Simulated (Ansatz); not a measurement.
`C[SiH2]CSS`, relaxed with RKS PBE-D4/def2-SVP in Ansatz 0.2.0 from a rough embedded geometry. The force threshold is 0.03 eV/Å; the program also tests the step.

The species carries charge 0 and has multiplicity 1.

Start:

```xyz
13

C     1.286   -0.595   -1.291
Si    0.295    0.684   -0.511
C    -1.367    0.048   -0.007
S    -1.273   -1.129    1.356
S    -1.146   -0.066    3.035
H     2.307   -0.230   -1.604
H     0.827   -1.055   -2.133
H     1.539   -1.418   -0.534
H     0.158    1.819   -1.503
H     1.030    1.291    0.643
H    -2.018    0.902    0.316
H    -1.867   -0.366   -0.849
H     0.230    0.115    3.083
```

How much energy does the relaxation release, and in how many steps? (An estimate is asked.)

Computed: 38.27 kJ/mol, in 15 steps, 1 of them rejected.

Which bonds change most? (An estimate is asked.)

Computed: S4–S5 from 1.991 to 2.084 Å; C1–Si2 from 1.796 to 1.887 Å; Si2–C3 from 1.850 to 1.906 Å; C3–H12 from 1.063 to 1.113 Å.

Give the relaxed structure. (An estimate is asked.)

The calculation gave: 
```xyz
13

C     1.339   -0.622   -1.082
Si    0.241    0.818   -0.552
C    -1.479    0.167   -0.048
S    -1.431   -1.138    1.253
S    -0.752   -0.129    2.946
H     2.371   -0.284   -1.299
H     0.937   -1.112   -1.992
H     1.379   -1.383   -0.276
H     0.062    1.807   -1.678
H     0.853    1.549    0.612
H    -2.176    0.974    0.256
H    -1.943   -0.355   -0.915
H     0.598   -0.292    2.777
```
